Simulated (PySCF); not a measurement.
C6H7S2 (charge -1).
Cartesian coordinates in Å at the GFN2-xTB level; atoms count from 1:
```
atom  x, y, z in Å
C1    -1.819   -0.891   -0.335
C2    -1.117    0.073    0.623
C3     0.288    0.353    0.184
C4     1.403   -0.417    0.571
C5     2.579   -0.005    0.034
S6     2.355    1.376   -0.995
C7     0.599    1.384   -0.680
S8    -0.434    2.514   -1.370
H9    -2.837   -1.100   -0.004
H10   -1.859   -0.445   -1.326
H11   -1.273   -1.832   -0.401
H12   -1.671    1.015    0.639
H13   -1.111   -0.350    1.634
H14    1.327   -1.261    1.244
H15    3.566   -0.407    0.161
```

Structure optimised with GFN2-xTB, isolated species.

Take the most abundant isotopes and a rigid rotor. The values belong to one conformer with, in the numbering `[CH3:1][CH2:2][c:3]1[cH:4][cH:5][s:6][c:7]1[S-:8]`, C1–C2–C3–C4 -89°.

(1) Give the principal moments of inertia and the rotational constants in MHz.

(2) What kind of rotor is it?

(3) What does the inertial defect say?

(4) Where do the levels up to J = 4 lie, in MHz?

## Answers

(1) Ia = 269.92, Ib = 360.38, Ic = 589.01 u·Å²; 505379 MHz·u·Å²/I gives A = 1872, B = 1402, C = 858.0 MHz.

(2) An asymmetric top: κ = (2 × 1402 − 1872 − 858.0)/(1872 − 858.0) = 0.07.

(3) Not planar: Δ = Ic − Ia − Ib = -41.29 u·Å². For a rigid frame Δ = −2 Σ m c², so Σ m c² = 20.64 u·Å² lies off the ab plane: 6.68 from hydrogen and 13.97 from heavier atoms. The atom farthest from that plane is 1.38 Å away.

(4) Above 0(0,0):
J = 1: 1(0,1) 2260, 1(1,1) 2730, 1(1,0) 3275
J = 2: 2(0,2) 6507, 2(1,2) 6707, 2(1,1) 8340, 2(2,1) 9750, 2(2,0) 10024
J = 3: 3(0,3) 12468, 3(1,3) 12527, 3(1,2) 15693, 3(2,2) 16531, 3(2,1) 17625, 3(3,1) 20385, 3(3,0) 20486
J = 4: 4(0,4) 20101, 4(1,4) 20115, 4(1,3) 24982, 4(2,3) 25345, 4(2,2) 27818, 4(3,2) 29792, 4(3,1) 30368, 4(4,1) 34705, 4(4,0) 34735
Those of J = 1 are B + C, A + C and A + B.

Not checked by GFN2-xTB frequencies. No vibrational averaging or centrifugal distortion is included, and the geometry carries the error of its method.

These are computed values.
